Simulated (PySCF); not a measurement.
C2H3N, SMILES [N+](C)#[C-]. Geometry optimised at PBE-D3(BJ)/def2-TZVP.

Computed equilibrium geometry at PBE-D3(BJ)/def2-TZVP (PySCF confirms it by a frequency run) as bond lengths and angles, and its point group:
point group C3v.
Atoms: C1 N2 C3 H4 H5 H6. Bonded distances (Å): C1–N2 1.417, C1–H4 1.099, C1–H5 1.099, C1–H6 1.099, N2–C3 1.177. Bond angles (°): N2–C1–H4 109.9, N2–C1–H5 109.9, N2–C1–H6 109.9, H4–C1–H5 109.0, H4–C1–H6 109.0, H5–C1–H6 109.0, C1–N2–C3 180.0.
